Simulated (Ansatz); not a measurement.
Basis-set extrapolation for ClFH₇N₃Si₂ (`N[Si@H](F)N[Si@@H](N)Cl`) (PBE0-D4/def2-TZVP geometry, frozen core, Ansatz 0.2.0). Multiplicity 1, RHF reference.

```json
{"": "HF", "def2-TZVPP": "-1304.667373", "def2-QZVPP": "-1304.712489"}
{"": "MP2 correlation", "def2-TZVPP": "-1.310288", "def2-QZVPP": "-1.420398"}
{"": "CCSD(T) correlation", "def2-TZVPP": "-1.412847", "def2-QZVPP": "not run"}
```

Energies in hartree. Use E(X) = E(∞) + A·exp(−7.88·√X) for Hartree–Fock and E(X) = E(∞) + B·X^(−2.97) for correlation, with X = 3 and 4, and add CCSD(T) minus MP2 of the smaller set to the MP2 limit.

**Question.** What is the CCSD(T) energy at the basis-set limit?

**Answer.** HF limit: -1304.712489 + (-0.045116) × 0.13774 = -1304.71870. MP2 limit: -1.420398 + (-0.110110) × 0.74074 = -1.50196. Higher-order term: -1.412847 − (-1.310288) = -0.10256. Total: -1306.32322 hartree, 6.61 eV below CCSD(T)/def2-TZVPP.
